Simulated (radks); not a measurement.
Problem. Radial electron density D(r) = 4 pi r^2 rho(r) of an atom or ion with 44 electrons. Calculated with a radial shooting solver on a logarithmic mesh with Libxc functionals: scalar-relativistic Kohn-Sham, r2SCAN, spin-unpolarised, spherical densities, finite nucleus; meta-GGA in the generalised Kohn-Sham scheme; Fermi nuclear charge, rms radius of each element as measured or else 0.836 A^(1/3) + 0.57 fm.

```
   r/bohr * D(r) (the largest magnitude, 77.7, reaches the edge; | marks zero)
  0.00229 |   *
 0.002603 |    *
 0.002958 |     *
 0.003389 |      *
 0.003852 |        *
 0.004378 |          *
 0.005016 |            *
 0.005701 |               *
 0.006479 |                  *
 0.007423 |                     *
 0.008437 |                        *
 0.009589 |                            *
   0.0109 |                               *
  0.01249 |                                   *
  0.01419 |                                      *
  0.01613 |                                        *
  0.01848 |                                          *
    0.021 |                                           *
  0.02387 |                                          *
  0.02735 |                                         *
  0.03108 |                                       *
  0.03533 |                                      *
  0.04015 |                                     *
    0.046 |                                     *
  0.05228 |                                       *
  0.05942 |                                          *
  0.06808 |                                               *
  0.07737 |                                                   *
  0.08794 |                                                      *
   0.1007 |                                                      *
   0.1145 |                                                   *
   0.1301 |                                              *
   0.1479 |                                         *
   0.1695 |                                     *
   0.1926 |                                     *
   0.2189 |                                       *
   0.2508 |                                           *
    0.285 |                                            *
    0.324 |                                         *
   0.3712 |                                  *
   0.4218 |                         *
   0.4794 |                  *
   0.5449 |             *
   0.6243 |            *
   0.7096 |            *
   0.8064 |             *
   0.9239 |             *
     1.05 |           *
    1.193 |        *
    1.367 |     *
    1.554 |   *
    1.766 | *
    2.007 |*
      2.3 *
    2.614 *
    2.971 *
    3.404 *
    3.869 *
```

What is the nuclear charge?

Solution. Z = 48. The innermost maximum, from 1s, lies near gamma/Z bohr with gamma = sqrt(1 - (Z/c)^2) = 0.937, here 0.0195 bohr (found: 0.0213), and its height grows with Z. The density is that of the cadmium ion Cd4+ in [Kr] 4d8; the configuration itself is not fixed sharply by these data, and Z only to a few units. D(r) has 4 maxima, at r = 0.0213, 0.0945, 0.281, 0.833 bohr, and minima at 0.0421, 0.182, 0.619 bohr, inside which lie 2.01, 11.12, 28.98 electrons.
